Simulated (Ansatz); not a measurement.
Input for Ansatz (a program for electronic structure): R-HF/def2-TZVPP on BH4N (SMILES BN).

Ansatz 0.2 input:
```yaml
crystal:
  periodic: [false, false, false]
  atoms:
    - {symbol: B, position_ang: [0.77689228, 0.02267856, -0.00718351]}
    - {symbol: N, position_ang: [-0.61003392, -0.01780773, 0.00564066]}
    - {symbol: H, position_ang: [1.38591163, -1.00273712, -0.02972604]}
    - {symbol: H, position_ang: [1.32537659, 1.08188337, 0.00465621]}
    - {symbol: H, position_ang: [-1.18717749, 0.80704804, 0.02462209]}
    - {symbol: H, position_ang: [-1.13833465, -0.87493295, -0.00311932]}
basis:
  gaussian:
    orbitals: def2-TZVPP
hamiltonian:
  xc: {name: HF}
accuracy: high
relax: {f_tol: 0.0005, max_steps: 60}
scf: {lower_state_search: off}
output: {forces: true}
```

### Question
What total energy does the run end on?

### Answer
-81.5301 hartree.

### Question
How many basis functions does it have, and what does it roughly cost on one machine?

### Answer
118 functions; roughly 28 core-seconds.
